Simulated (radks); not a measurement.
Question: The mean radii <r> (bohr) of the occupied orbitals of an atom or ion are listed with their occupations. Calculated with a radial shooting solver on a logarithmic mesh with Libxc functionals: scalar-relativistic Kohn-Sham, BLYP, spin-polarised, spherical densities, finite nucleus; Fermi nuclear charge, rms radius of each element as measured or else 0.836 A^(1/3) + 0.57 fm.

orbital  occ.      <r>
1s up       1  0.02191
1s down     1  0.02191
2s up       1  0.09329
2s down     1  0.09329
2p up       3  0.08237
2p down     3  0.08236
3s up       1   0.2438
3s down     1   0.2438
3p up       3   0.2423
3p down     3   0.2422
3d up       5   0.2203
3d down     5   0.2203
4s up       1   0.5287
4s down     1   0.5289
4p up       3   0.5501
4p down     3   0.5504
4d up       5   0.5699
4d down     3   0.5704

Name the element and its charge. Open shells, if any, are filled with parallel spins first.

Answer: Z = 64, gadolinium, charge +20: Gd20+ in [Kr] 4d8. The 1s radius gives Z: for a bare nucleus <r> = (2 gamma + 1)/(2Z) with gamma = sqrt(1 - (Z/c)^2), 0.02163 bohr for Z = 64, and screening makes it slightly larger (0.02191 here). The occupations add up to 44, and the charge is Z minus that.
